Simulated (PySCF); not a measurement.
# One molecule, several mistakes: H6NSi2 cation

These are calculations, not measurements. They come from PySCF 2.14.0, an open-source quantum chemistry program, on an isolated molecule that a program drew, which may never have been made. The molecule is H6NSi2 cation (charge +1, singlet), drawn as the SMILES string `[SiH2+]N[SiH3]`.

Each row is a Hartree-Fock (HF) and frozen-core CCSD(T) single point in the cc-pV(D+d)Z basis, meant for a local HF minimum. Run 1 is clean. Each other run has one planted mistake out of seven kinds, and not every kind appears here: one electron removed, one electron added, multiplicity raised by two, geometry at a saddle point, minimal basis STO-3G, one bond length entered in bohr, all coordinates scaled. The reference is restricted for singlets and unrestricted otherwise, and also for a bond in bohr. Adding or removing an electron swaps singlet and doublet. Electrons count all cores. HOMO and LUMO are orbital energies over both spins, the gradient is its largest component, and the lowest frequency (negative if imaginary) is given only where the gradient is small. Bond lengths are over the 8 bonds as drawn. T1 is the CCSD diagnostic: over 0.02 (restricted) or 0.045 (unrestricted) a single reference is doubtful.

Geometry of the clean run:
```xyz
9
H6NSi2 cation, angstrom
Si    1.6327    1.8026   -0.7188
N     1.3576    0.8147    0.5482
Si    1.1913   -1.0055    0.6262
H     1.7834    1.2202   -2.0459
H     1.7226    3.2424   -0.5043
H     1.2608    1.2710    1.4466
H    -0.1522   -1.2767    1.1480
H     2.2594   -1.4814    1.5113
H     1.3663   -1.4243   -0.7718
```

```
run  electrons  basis functions  <S^2>  HOMO (eV)  LUMO (eV)  gradient (hartree/bohr)  lowest frequency (cm^-1)  mean bond (Å)  longest bond (Å)      T1  HF (hartree)  CCSD(T) (hartree)                          mistake
  1         40               90  0.000     -16.93      -4.30                  5.0e-06                       124         1.4738             1.829  0.0164    -635.59488         -636.00689                         no fault
  2         40               90  0.000     -16.42      -4.42                  4.4e-02                         -         1.5651             1.943  0.0204    -635.56599         -635.98948           all coordinates scaled
  3         40               90  1.012     -14.77      -6.28                  2.1e-02                         -         1.6551             3.080  0.0209    -635.43236         -635.80729  one bond length entered in bohr
  4         39               90  0.765     -23.06     -14.02                  9.8e-02                         -         1.4738             1.829  0.0757    -635.02757         -635.40781             one electron removed
  5         40               90  2.033     -12.41      -7.00                  1.4e-01                         -         1.4738             1.829  0.0235    -635.45363         -635.83373       multiplicity raised by two
  6         41               90  0.768      -5.83       3.34                  6.7e-02                         -         1.4738             1.829  0.0135    -635.78024         -636.20299                                ?
```

**Which mistake was planted in run 6, and what did it cost?**

It counts 41 electrons, one more than the clean run, at the same geometry and basis. So the mistake is: one electron added. Subtracting run 1 and multiplying by 627.51 kcal/mol a hartree, the energy moved by -116.3 kcal/mol in HF and -123.1 kcal/mol in CCSD(T).

Cautions from the logs. Run 2: T1 is over the limit, so its CCSD(T) energy is less reliable; run 4: T1 is over the limit, so its CCSD(T) energy is less reliable.
